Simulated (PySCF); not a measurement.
# Excitation energy of F²⁺ by level of theory

F²⁺ [He] 2s2 2p3 (4S) → F²⁺ [He] 2s2 2p2 3s1 (4P), as a difference of total energies. All numbers are calculated (PySCF 2.14, the non-relativistic Hamiltonian (point nucleus), in aug-cc-pVTZ (5s4p3d2f, 46 functions)). Correlated levels: valence: 1s2 frozen. The calculations carry no spin-orbit coupling.

| method | excitation energy (eV) |
| --- | --- |
| UHF | 39.442 |
| MP2 (valence) | 39.700 |
| SCS-MP2 (valence) | 39.492 |
| CCSD (valence) | 39.443 |
| CCSD(T) (valence) | 39.423 |

A first-order spin-orbit estimate (lowest level to lowest level, LS coupling) adds -0.044 eV.

The promoted electron is Rydberg-like, and one or two diffuse shells describe it only roughly, which tends to raise the upper state.
